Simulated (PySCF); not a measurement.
[TiF4]-: Ti(III) (d1), charge -1. The structure is a model geometry with rigid ligands and bond lengths from ionic radii, not a minimum; coordination tetrahedral, point group Td, metal–donor distances 1.85 Å.

```
5

Ti    0.0000    0.0000    0.0000
F     1.0681    1.0681    1.0681
F    -1.0681   -1.0681    1.0681
F    -1.0681    1.0681   -1.0681
F     1.0681   -1.0681   -1.0681
```

Method (PySCF 2.14, density fitting): CASSCF(1,5) with orbitals averaged over all microstates of the shell, strongly contracted NEVPT2 on the averaged canonical orbitals; basis x2c-TZVPall on the metal, x2c-SVPall elsewhere; spin-free X2C; IEF-PCM water; spin-orbit coupling by state interaction with the mean-field operator over all roots.

**Question.** What is the ground state?

**Answer.** 2E (S = 1/2, orbital degeneracy 2), with 1.0 electrons in the lower (e-type) set and 0.0 in the upper (t2-type) set, by NEVPT2.

**Question.** Where do the spin-allowed transitions within the shell lie?

**Answer.** By NEVPT2: 2T2 at 8438 cm⁻¹ (1185 nm). The strongest, at 8438 cm⁻¹, has f = 4.0e-04.

**Question.** Give the fitted ligand-field and repulsion parameters.

**Answer.** At NEVPT2 level: orbital energies 0, 0, 8438, 8438, 8438 cm⁻¹; 10Dq = 8438 cm⁻¹; ζ = 124 cm⁻¹ (free ion 152).

**Question.** What magnetic behaviour follows?

**Answer.** The ground state is orbitally degenerate (an E term, whose orbital moment is quenched to first order), so no simple spin Hamiltonian is given. The lowest spin-orbit level is 4-fold; the next lies at 8401.1 cm⁻¹. μeff is 1.75 μB at 300 K and 1.69 μB at 10 K; the spin-only value is 1.73 μB.

The ground state is orbitally degenerate in this regular structure, which would distort (Jahn–Teller), so its moment is that of the undistorted model. NEVPT2 on the d shell alone tends to put d–d bands too high for such charged or covalently bound ions.

The job took 4.7 s on one thread of Arm Neoverse V1 (shared host), with 104 basis functions, launched as `OMP_NUM_THREADS=1 python lf_run.py task.json out`.
